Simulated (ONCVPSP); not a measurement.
**Transferability test, ONCV potential for Hf**

ONCVPSP 4.0.1 input, shortened (lines: element, Z, core and valence counts, functional; n l f; lmax; l rc ep ncon nbas qcut; lloc lpopt rc5 dvloc0; l nproj debl; icmod fcfact rcfact), PBE, non-relativistic:

```
  Hf 72.00   10    4        4      upf
    1    0    2.00
    2    0    2.00
    2    1    6.00
    3    0    2.00
    3    1    6.00
    3    2   10.00
    4    0    2.00
    4    1    6.00
    4    2   10.00
    4    3   14.00
    5    0    2.00
    5    1    6.00
    5    2    2.00
    6    0    2.00
    2
    0    1.70    0.00    4    8    6.00
    1    1.25    0.00    4    7    6.40
    2    1.80    0.00    4    8    5.30
    4    5    0.80    0.00
    0    2    1.40
    1    2    1.10
    2    1    1.00
    3    4.00    1.70
```

In the p channel the program set the typed energies aside and used -1.241, 0.250 Ha.

Energies are relative to the spin-unpolarised reference configuration 5s2 5p6 5d2 6s2; without spin polarisation the order of configurations can differ from experiment.

```csv
valence configuration,charge,ΔE all-electron (eV),error AE − PS (meV)
5s2 5p6 5d2 6s1,+1,7.061,-2.5
5s2 5p6 5d1 6s0,+3,42.354,-100
5s2 5p6 5d1 6s2,+1,7.733,-22
```

(1) What are ΔE and the potential's error for 5s2 5p6 5d2 6s0?

Note: ghosts flagged at negative energy: s at -365.7 eV; GHOST(+) flagged for p at 38.0 eV. A true bound ghost makes a file unfit for plane-wave use.

## Answers

(1) ΔE = 19.864 eV all-electron; the error (AE − PS) is -18 meV.
